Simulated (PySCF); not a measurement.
**How exact exchange moves a shielding**

Molecule: SMILES COC[SiH2]N, C₂H₉NOSi.

Geometry (Å), atoms numbered from 1 in this order:
```xyz
14

C    -2.227    0.477    0.126
O    -0.859    0.386    0.377
C    -0.249   -0.738   -0.207
Si    1.596   -0.616    0.197
N     2.069    0.948   -0.378
H    -2.603    1.389    0.613
H    -2.445    0.540   -0.959
H    -2.780   -0.393    0.533
H    -0.687   -1.685    0.175
H    -0.392   -0.744   -1.308
H     1.777   -0.864    1.667
H     2.361   -1.677   -0.529
H     1.409    1.690   -0.165
H     3.021    1.273   -0.248
```

GIAO shieldings (ppm, equivalent atoms averaged) in PySCF on the PBE0-D3(BJ)/def2-SVP geometry, basis pcSseg-1, gas phase, non-relativistic:

```tsv
functional	exact exchange (%)	σ(C3)	σ(C1)	σ(O2)	σ(Si4)
BLYP	0	107.6	108.3	312.4	363.9
BP86	0	113.2	113.3	321.3	370.7
PBE	0	113.6	113.9	319.4	371.4
PBE0	25	121.2	120.6	335.0	386.4
mPW1PW91	25	120.6	119.8	334.4	385.1
BHandHLYP	50	122.5	121.7	342.5	394.4
HF	100	135.3	133.1	363.1	427.4
```

Task: Fit each shielding as a line in the percentage of exact exchange.

Result: σ(C3) = 112.5 + 0.23 x (rms 2.5 ppm); σ(C1) = 112.7 + 0.21 x (rms 2.2 ppm); σ(O2) = 319.6 + 0.45 x (rms 3.5 ppm); σ(Si4) = 369.2 + 0.58 x (rms 2.9 ppm). The functionals also differ in their semilocal parts, which the line can't hold; Hartree–Fock has no correlation at all.

Task: What does the line predict for B3LYP (20 %), and what does the run give?

Result: σ(C3): 117.1 predicted, 114.2 computed; σ(C1): 116.9 predicted, 114.2 computed; σ(O2): 328.6 predicted, 326.4 computed; σ(Si4): 380.8 predicted, 375.9 computed ppm.
